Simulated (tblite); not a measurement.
C7H5N, charge -1, doublet, geometry from GFN2-xTB (a state made from the parent by changing its charge; the spin is typed, not shown lowest); GFN1-xTB in tblite.

Here is a job for tblite.
```
$ tblite run mol.xyz --method gfn1 --charge -1 --spin 1 --spin-polarized --json tblite.json --no-restart

# file mol.xyz
13

N      3.14477028     0.55962815     0.02102041
C      1.98836060     0.35383906     0.01329069
C      0.63963724     0.11382676     0.00427549
C     -0.31643688     1.18338098     0.09267460
C     -1.65509743     0.92942545     0.08252361
C     -2.15309489    -0.38315438    -0.01439181
C     -1.23165529    -1.44313803    -0.10181937
C      0.11244861    -1.21968175    -0.09403811
H      0.05563323     2.20050760     0.16787074
H     -2.36035453     1.75536716     0.15055924
H     -3.21939165    -0.57290741    -0.02151920
H     -1.60774906    -2.46151173    -0.17708301
H      0.81349831    -2.04584114    -0.16206125
```

What the program printed (banner, timings and long lists left out):

```
xTB calculator
 | screened Coulomb repulsion
 | Coulomb electrostatics
 |  * isotropic Klopman-Ohno-Mataga-Nishimoto electrostatics
 |  * onsite third-order electrostatics
 | DFT-D3(BJ) dispersion correction
 | Interactions (1)
 | [1] spin polarization

halogen bonding energy    0.0000000000000E+00 Eh
repulsion energy          3.8140476249945E-01 Eh
dispersion energy        -5.9809202042820E-03 Eh
interaction energy        0.0000000000000E+00 Eh
number of electrons       3.9000000000000E+01 e
integral cutoff           1.9731147476801E+01 bohr

------------------------------------------------------------
  cycle        total energy    energy error   density error
------------------------------------------------------------
      1     -20.60079620871  -2.0976220E+01   5.5051350E-01
      2     -20.79381104381  -1.9301484E-01   3.4227873E-01
      3     -20.79761106092  -3.8000171E-03   1.7158741E-01
      4     -20.82980450110  -3.2193440E-02   2.3059667E-02
      5     -20.83159920783  -1.7947067E-03   7.4151709E-03
      6     -20.83165038501  -5.1177179E-05   4.8165099E-03
      7     -20.83167028267  -1.9897668E-05   2.5526073E-03
      8     -20.83167828370  -8.0010297E-06   7.2620535E-04
      9     -20.83167911008  -8.2637220E-07   2.4194389E-04
     10     -20.83167919940  -8.9327873E-08   1.5194561E-04
     11     -20.83167923569  -3.6288693E-08   3.7850715E-05
     12     -20.83167923837  -2.6799185E-09   1.4615911E-05
------------------------------------------------------------

electronic energy        -2.1207103080668E+01 Eh
total energy             -2.0831679238373E+01 Eh

Post processing:
 | Mayer-Wiberg bond orders

[Info] JSON dump of results written to 'tblite.json'
```
